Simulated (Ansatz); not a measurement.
Basis sets compared for GeEtBr3 (C₂H₅Br₃Ge). Charge 0, multiplicity 1. Geometry PBE-D4/def2-SVP. Ansatz on 2 threads of AMD EPYC 7R13 on a shared host and a share (18 GiB) of an NVIDIA H100 80GB HBM3; times are rough, and most runs start from earlier orbitals.

```tsv
atom	x (Å)	y (Å)	z (Å)
Ge1	-1.0390	0.5453	0.8253
C2	-0.1706	-0.2709	-0.7389
C3	1.3287	-0.4843	-0.5412
H4	-0.3994	0.4093	-1.5857
H5	-0.7204	-1.2194	-0.9125
H6	1.7743	-0.9456	-1.4457
H7	1.8557	0.4732	-0.3563
H8	1.5353	-1.1559	0.3161
Br9	-0.0795	2.6124	1.2963
Br10	-0.7737	-0.8156	2.6945
Br11	-3.3113	0.8514	0.4480
```

The 6-31G sets use Cartesian d functions.

Binding counts from free atoms (Ge triplet, C triplet, H doublet, Br doublet) in the same basis, without a counterpoise term.

| level | functions | energy (Eh) | HOMO (eV) | LUMO (eV) | binding per atom (eV) | wall time |
| --- | --- | --- | --- | --- | --- | --- |
| HF/STO-3G | 87 | -9763.6696 | -8.70 | 6.03 | 3.45 | 1.1 s |
| HF/6-31G | 144 | -9869.9214 | -11.46 | 0.96 | 2.39 | 3.4 s |
| PBE-D4/def2-SVP | 181 | -9876.0151 | -6.91 | -2.68 | 3.60 | 3.7 s |
| PBE0-D4/def2-SVP | 181 | -9876.3539 | -8.28 | -1.87 | 3.56 | 7 s |

Task: Estimate the rows for PBE-D4/def2-TZVP, PBE0-D4/def2-TZVP (with forces).

Result: 
```csv
level,functions,energy (Eh),HOMO (eV),LUMO (eV),binding per atom (eV),wall time
PBE-D4/def2-TZVP,284,-9877.3025,-7.09,-2.88,3.58,1.6 s
PBE0-D4/def2-TZVP (with forces),284,-9877.6379,-8.39,-2.03,3.54,3.4 s
```
